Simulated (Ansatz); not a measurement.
`O[SiH2][O][GeH2][OH]` + H₂O → `[OH][GeH2][OH]` + `O[SiH2]O`  (formal hydrolysis of a Ge–O bond)

Gas-phase electronic energies from Ansatz, PBE0-D4/def2-TZVP geometries. CCSD(T)/CBS is the MP2 limit (def2-TZVPP, def2-QZVPP) plus CCSD(T) − MP2 in def2-TZVPP, frozen cores. This one scheme is used for every species. DFT in def2-TZVPP. For Ge outer-core shells are correlated without core-valence functions, which leaves a few kJ/mol of doubt a bond. Scalar relativity is left out up to krypton. One conformer a species, not always the lowest.

```json
{"level": "r2SCAN-D4", "ΔE (kcal/mol)": "3.6"}
{"level": "ωB97M-V", "ΔE (kcal/mol)": "3.9"}
```

(1) What does CCSD(T)/CBS give? (Estimate.)

Largest T1 diagnostic among the species: 0.012.

## Answers

(1) Computed: +5.0 kcal/mol. The listed levels differ from it by -1.4, -1.1 kcal/mol.

From PBE to PBE0 (25 % exact exchange), in def2-TZVPP and without D4, ΔE moves by +0.9 kcal/mol. The D4 term adds +1.6 kcal/mol with B3LYP and +1.0 kcal/mol with PBE0; it sums over pairs of atoms, weighted by their polarisabilities, and B3LYP, whose exchange is more repulsive, gets the larger term.

B3LYP here is the variant with VWN-RPA as its local correlation; programs differ in this.
